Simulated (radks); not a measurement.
Polarisability of the rubidium ion Rb3+, [Ar] 3d10 4s2 4p4, at imaginary frequency. All-electron calculation, scalar-relativistic Kohn-Sham, exchange-only LDA, spin-unpolarised, spherical densities, finite nucleus; Fermi nuclear charge, rms radius 4.2036 fm. Program: a radial shooting solver on a logarithmic mesh with Libxc functionals. Response by self-consistent Sternheimer equations with the Hartree and adiabatic exchange-only LDA kernel, the relativistic mass of each level held fixed and spin-orbit coupling left out.

w (hartree)  alpha1(iw) (bohr^3)
0.00266                    5.040
0.0143                     5.039
0.0360                     5.034
0.0697                     5.017
0.118                      4.974
0.186                      4.880
0.280                      4.691
0.413                      4.342
0.605                      3.762
0.892                      2.931
1.35                       1.968
2.12                       1.111
3.59                      0.5307
6.94                      0.2127
17.5                     0.05573

Static values: alpha1 = 5.040 bohr^3 (0.7469 angstrom^3; uncoupled 8.050). C6 = 20.75, triple-dipole C9 = 76.06 atomic units. One-pole (London) frequency 4 C6 / (3 alpha1^2) = 1.089 hartree, against 1.668 for minus the highest occupied eigenvalue.
